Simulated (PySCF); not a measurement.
Electric field gradients and quadrupole coupling constants

Species: C₄H₁₁NOSi₂.
Geometry (PBE0-D3(BJ)/def2-SVP, Å), atoms numbered from 1 in this order:
```xyz
19
C4H11NOSi2 angstrom
C     -2.8600   -0.1809   -0.4396
C     -1.6336    0.6978   -0.6378
C     -1.6988    1.8951    0.2230
N     -1.7585    2.8329    0.8971
O     -0.4586    0.0011   -0.3427
Si     0.6529   -0.6239   -1.4372
C      2.2613   -0.7317   -0.5109
Si     2.5287    0.7493    0.6366
H     -3.7860    0.3847   -0.6164
H     -2.8714   -0.5740    0.5866
H     -2.8209   -1.0265   -1.1411
H     -1.6190    1.0745   -1.6806
H      0.7383    0.3229   -2.5947
H      0.1832   -1.9506   -1.9428
H      2.3026   -1.6606    0.0815
H      3.0882   -0.7757   -1.2407
H      2.2160    2.0161   -0.0926
H      1.6610    0.6438    1.8434
H      3.9591    0.7962    1.0717
```

Field gradients from the PBE0/pcSseg-1 density (PySCF, non-relativistic), principal values in atomic units, ordered |Vxx| ≤ |Vyy| ≤ |Vzz|:

```json
{"atom": "N4", "Vxx": "0.4293", "Vyy": "0.5329", "Vzz": "-0.9623"}
{"atom": "O5", "Vxx": "-0.5468", "Vyy": "-1.2783", "Vzz": "1.8252"}
```

Q: Find the asymmetry η = (Vxx − Vyy)/Vzz and the couplings χ = eQV/h (234.96 MHz × Q in barn × V in au), with Q(14N) = 0.02044 b, Q(17O) = −0.0256 b.

A: 
```
atom         environment  nucleus     η  χzz (MHz)  χxx (MHz)  χyy (MHz)
  N4    nitrile nitrogen      14N  0.11     -4.621      2.062      2.559
  O5  silyl ether oxygen      17O  0.40     -10.98       3.29       7.69
```

Q: What is Vzz at O5 in SI units (1 au = 9.71736 × 10²¹ V/m²)?

A: 1.8252 au = 17.736 × 10²¹ V/m².

Were the hydrogens deuterons (Q(2H) = 0.00286 b), χzz would run from 90 kHz (H13) to 200 kHz (H15).

Geometry: PBE0-D3(BJ)/def2-SVP, one conformer, isolated molecule. A larger basis could move these couplings by a tenth or more.

These values come from a run that also computed NMR shieldings. On an Arm Neoverse V1 with one thread, no GPU, on a shared host, this took 37 s wall.
